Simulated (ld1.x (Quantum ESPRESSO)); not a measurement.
**Sr: PAW pseudisation with LDA (PZ), scalar-relativistic reference atom.**

Sr, PAW, made with ld1.x (Quantum ESPRESSO) 7.5 (LDA (PZ), scalar-relativistic). Core [Ar] 3d10, reference 4s2 4p6 4d0 5s0.5 5p0 (charge +1.5). Waves: 4s (bound): rcut 1.75, rcutus 2.00 bohr; 5s (bound): rcut 1.75, rcutus 2.00 bohr; 4p (bound): rcut 2.25, rcutus 2.55 bohr; 5p (bound, empty): rcut 2.25, rcutus 2.55 bohr; 4d (bound, empty): rcut 2.50, rcutus 3.35 bohr; 4d channel at -0.3 Ry: rcut 2.50, rcutus 3.35 bohr. Local part: all-electron potential smoothed inside 2.60 bohr (lloc = -1). Core correction: a·sin(br)/r model core inside 1.10 bohr. Augmentation charge: BESSEL, radius 1.30 bohr.

Poles of the logarithmic derivatives, all-electron (AE) and pseudo (PS). s: poles at -3.7, 0.3, 4.9 (AE) and -3.7, 0.2, 4.0 (PS) Ry. p: poles at -2.4, 1.0 (AE) and -2.4, 0.9, 3.9 (PS) Ry. d: poles at -0.5, 2.5 (AE) and -0.5, 2.3 (PS) Ry. Test radius 3.65 bohr.

* Cutoffs needed: 15 Ry and 21 Ry (the cutoffs (Ry, on a coarse ladder) from which the occupation-weighted sum of valence levels, in a spherical-Bessel basis at the reference potential, stays within 10 and 1 mRy of its value at 400 Ry)
* Ghost test: no extra level below or beside the all-electron valence levels (s, p, d, f tested) (spherical-Bessel basis up to 400 Ry, 20 bohr box)
* Largest excitation error: +65 meV (all-electron minus pseudo) for 4s1 4p6 4d0 5s2 5p0, out of 7 test configurations
* Lowest eigenvalue of the overlap operator: 0.13 (p channel)
